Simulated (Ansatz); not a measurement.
Species: BH3Se, charge 0, singlet. BH3Se (SMILES B[SeH]).
B3LYP-D3(BJ)/def2-TZVP minimum from Ansatz (a first-principles code):
```xyz
5

B      0.4629    -0.0473    -1.4984
H     -0.2701    -0.5711    -2.2699
H      1.5021     0.4279    -1.8089
Se    -0.1344    -0.0093     0.3141
H      1.0228     0.6958     0.8925
```

Total energies in cc-pVTZ, 12 correlated electrons, 15 frozen orbitals. Open shells are spin-unrestricted; no spin-orbit coupling. Correlated methods leave the cores frozen (noble-gas shells, and filled d and f shells in the p block). No relativity.

```csv
method,program,energy (Eh),minus CCSDT(Q) (mEh)
HF,Ansatz,-2426.33313,309.45
MP2,Ansatz,-2426.59669,45.89
CCSD,Ansatz,-2426.62920,13.38
CCSD(T),Ansatz,-2426.64102,1.56
CCSDT(Q),Ansatz,-2426.64258,0.00
```

Rough core times of Ansatz's runs on a shared machine: CCSD(T) under 20 s, CCSDT(Q) 7 min.
